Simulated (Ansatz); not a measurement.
Calculated with Ansatz (gas phase, PBE0-D4/def2-TZVP geometries, no zero-point term in ΔE). CCSD(T)/CBS is the MP2 limit (def2-TZVPP, def2-QZVPP) plus CCSD(T) − MP2 in def2-TZVPP, frozen cores. Functionals use def2-TZVPP. B3LYP here is the variant with VWN-RPA as its local correlation; programs differ in this. For Br outer-core shells are correlated without core-valence functions, which leaves a few kJ/mol of doubt a bond. Scalar relativity is left out up to krypton. Each species was taken in one conformer, which may not be the lowest.

Consider the isomerisation: `C=C(N)CBr` → `CC(=N)CBr`.

```csv
level,ΔE (kJ/mol),difference from CCSD(T)/CBS
PBE-D4,-2.1,6.5
r2SCAN-D4,-2.2,6.4
PBE0-D4,-2.8,5.8
B3LYP-D4,-4.1,4.5
ωB97X-V,-11.1,-2.5
ωB97M-V,-7.7,0.9
B2PLYP,-7.1,1.5
PBE,-2.4,6.2
r2SCAN,-2.2,6.4
PBE0,-3.0,5.6
B3LYP,-4.6,4.0
HF/def2-TZVPP,-13.8,-5.2
MP2/def2-TZVPP,-8.4,0.2
SCS-MP2/def2-TZVPP,-12.9,-4.3
CCSD/def2-TZVPP,-12.7,-4.1
CCSD(T)/def2-TZVPP,-12.3,-3.7
HF/def2-QZVPP,-13.6,-5.0
MP2/def2-QZVPP,-6.2,2.4
SCS-MP2/def2-QZVPP,-10.8,-2.2
HF/CBS(def2),-13.6,-5.0
MP2/CBS(def2),-4.7,3.9
CCSD/CBS(def2),-9.0,-0.4
CCSD(T)/CBS,-8.6,0
```

Largest T1 diagnostic among the species: 0.010.
